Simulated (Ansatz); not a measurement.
`Cl[CH2][GeH3]`. The species carries charge 0 and has multiplicity 1. All single points use the PBE0-D4/def2-TZVP geometry.

```xyz
8

Cl    0.096    2.148   -0.717
C    -0.246    0.408   -0.876
Ge    0.194   -0.539    0.791
H    -1.302    0.300   -1.120
H     0.346    0.030   -1.708
H     1.686   -0.350    1.092
H    -0.655    0.038    1.931
H    -0.119   -2.035    0.608
```

(1) What is the dipole moment at ωB97M-V/def2-TZVPP? (Best estimate.)

(2) And with PBE, r2SCAN, B3LYP? (Estimate.)

(3) Give the Mulliken charges with ωB97M-V, PBE, r2SCAN in def2-TZVPP. (Best estimate.)

## Answers

(1) The calculation gave: 1.66 D, with components (-0.37, -1.59, -0.30) D in this frame, pointing from negative to positive charge.

(2) Ansatz gave: PBE 1.55 D, r2SCAN 1.67 D, B3LYP 1.64 D.

(3) Computed: 
```json
{"atom": "Cl1", "ωB97M-V": "-0.12", "PBE": "-0.15", "r2SCAN": "-0.17"}
{"atom": "C2", "ωB97M-V": "-0.31", "PBE": "-0.21", "r2SCAN": "-0.13"}
{"atom": "Ge3", "ωB97M-V": "0.06", "PBE": "0.10", "r2SCAN": "0.12"}
{"atom": "H4", "ωB97M-V": "0.16", "PBE": "0.14", "r2SCAN": "0.11"}
{"atom": "H5", "ωB97M-V": "0.16", "PBE": "0.14", "r2SCAN": "0.11"}
{"atom": "H6", "ωB97M-V": "0.02", "PBE": "0.00", "r2SCAN": "0.00"}
{"atom": "H7", "ωB97M-V": "0.02", "PBE": "0.00", "r2SCAN": "0.00"}
{"atom": "H8", "ωB97M-V": "0.01", "PBE": "-0.02", "r2SCAN": "-0.02"}
```

B3LYP here is the variant with VWN-RPA as its local correlation; programs differ in this.
